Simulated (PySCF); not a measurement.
# A barrier at the coupled-cluster level

Start structure (GeH₄O, singlet), relaxed at PBE0-D4/def2-TZVP:

```json
{"atom": "Ge1", "x (Å)": "-0.4309", "y (Å)": "0.3065", "z (Å)": "1.2302"}
{"atom": "H2", "x (Å)": "0.2724", "y (Å)": "-0.3295", "z (Å)": "-1.2590"}
{"atom": "O3", "x (Å)": "0.2243", "y (Å)": "-0.9276", "z (Å)": "-0.5060"}
{"atom": "H4", "x (Å)": "0.4820", "y (Å)": "1.4661", "z (Å)": "0.5981"}
{"atom": "H5", "x (Å)": "-1.6555", "y (Å)": "0.7150", "z (Å)": "0.2942"}
{"atom": "H6", "x (Å)": "1.1163", "y (Å)": "-1.2557", "z (Å)": "-0.3533"}
```

The step: GeH₄O ([OH2][GeH2]) → GeH₂O ([OH][GeH]) + H₂; bonds formed: H2–H4; dative contacts that become bonds: Ge1–O3; bonds broken: Ge1–H4, H2–O3. Program: PySCF 2.14 with density fitting (its default auxiliary sets; JK sets also for MP2 and CCSD(T)). Basis: def2-TZVPP and def2-QZVPP. Cores are frozen in the correlated methods. Filled d shells of the heavier atoms are correlated. The def2 sets are not built for correlating such inner shells, so the correlated values are less sure here. Extrapolation: Hartree–Fock as exp(−7.88 √X), correlation as X^−2.97. Energies below are by CCSD(T) at an estimated basis limit (MP2 extrapolated from triple and quadruple zeta, plus CCSD(T) − MP2 in triple zeta).

(1) What are the electronic barrier and the energy of the step, from the start structure to the end structure? (An estimate is asked for; the value comes from the calculation.)

The T1 diagnostic stays at or below 0.016.

## Answers

(1) By the calculation: Barrier 98.6 kJ/mol; step energy -12.9 kJ/mol (downhill); reverse barrier, their difference, 111.6 kJ/mol. Barrier and step energy count from the start structure, the reverse barrier from the end structure.

The saddle point: One imaginary mode of 1274i cm⁻¹.
| pair | start (Å) | saddle (Å) | end (Å) |
| --- | --- | --- | --- |
| Ge1–O3 | 2.23 | 2.00 | 1.79 |
| H2–H4 | 2.59 | 0.97 | 0.75 |
| Ge1–H4 | 1.61 | 1.83 | 2.61 |
| H2–O3 | 0.96 | 1.34 | 3.23 |

Zero-point energy (harmonic, PBE0-D4): ZPE is 99.7 kJ/mol at the start and 89.8 kJ/mol at the saddle, so the barrier goes from 98.6 to 88.7 kJ/mol.

First-order rate constant out of the start structure at 298 K by transition-state theory, with harmonic vibrational free energies alone and no tunnelling: ΔA‡ = 91.8 kJ/mol, so k = (kB T/h) exp(−ΔA‡/kB T) ≈ 10^-3 s⁻¹ (an order of magnitude at best: rotation, the number of equivalent paths and anharmonicity are left out).

Labels in which every atom is bracketed show which atoms are joined, not bond orders.

For scale, one of the runs: CCSD(T)/def2-TZVPP, 135 basis functions, launched by `OMP_NUM_THREADS=4 python run.py`. Time: 70 s of wall clock on 4 CPU threads of a Oxide Virtual Turin-like; the host was shared. Peak host memory: 0.87 GiB.
